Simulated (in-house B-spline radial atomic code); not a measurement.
Ionisation energies along the 5-electron series, configuration [He] 2s2 2p1, as differences of self-consistent energies. Dirac energy differences include first-order Breit, QED and recoil terms. NIST's values go from ground level to ground level; the uncertainty of those that are theory runs from under 0.1 % in few-electron ions to several per cent in heavy many-electron ones. Computed with a radial B-spline atomic code at the basis-set limit: Dirac-Hartree-Fock, average of the configuration, finite nuclei.

```tsv
ion	configuration after	ionisation energy (eV)	IE/(q+1)² (eV)	Breit and QED recoil part (eV)	tabulated value (eV)	tabulated kind	computed minus tabulated (eV)
Ni23+	[He] 2s2	2119.0	3.6788	-0.86815	2130.5	semi-empirical	-11
Cu24+	[He] 2s2	?	?	?	?	semi-empirical	?
Zn25+	[He] 2s2	2475.5	3.662	-1.0946	2491.5	semi-empirical	-16
Ga26+	[He] 2s2	2664.3	3.6547	-1.2214	2683	semi-empirical	-19
Ge27+	[He] 2s2	?	?	?	?	semi-empirical	?
As28+	[He] 2s2	3063.1	3.6422	-1.5047	3088.1	semi-empirical	-25
Se29+	[He] 2s2	3273.1	3.6367	-1.6616	3301.8	semi-empirical	-29
Br30+	[He] 2s2	3490.2	3.6318	-1.8299	3523.1	semi-empirical	-33
Kr31+	[He] 2s2	3714.4	3.6274	-2.0088	3752	semi-empirical	-38
Rb32+	[He] 2s2	?	?	?	?	semi-empirical	?
Sr33+	[He] 2s2	4184.4	3.6197	-2.4026	4232	semi-empirical	-48
Zr35+	[He] 2s2	4683.2	3.6136	-2.8466	4744	semi-empirical	-61
Nb36+	[He] 2s2	4943.5	3.6111	-3.0882	5011	semi-empirical	-67
```

Problem. Fill in the row of Cu24+.

Solution. ionisation energy (eV): 2293.8; IE/(q+1)² (eV): 3.67; Breit and QED recoil part (eV): -0.97673; tabulated value (eV): 2307.3; computed minus tabulated (eV): -14.

Problem. Fill in the row of Ge27+.

Solution. ionisation energy (eV): 2860.1; IE/(q+1)² (eV): 3.6481; Breit and QED recoil part (eV): -1.3578; tabulated value (eV): 2881.9; computed minus tabulated (eV): -22.

Problem. Fill in the row of Rb32+.

Solution. ionisation energy (eV): 3945.8; IE/(q+1)² (eV): 3.6234; Breit and QED recoil part (eV): -2.1998; tabulated value (eV): 3988; computed minus tabulated (eV): -42.

Where a p, d or f electron is removed, the computed value is a mean over both j, so it misses the tabulated one by a part of the spin-orbit splitting; averaging over terms and missing correlation add to the gap, relatively most at low charge.
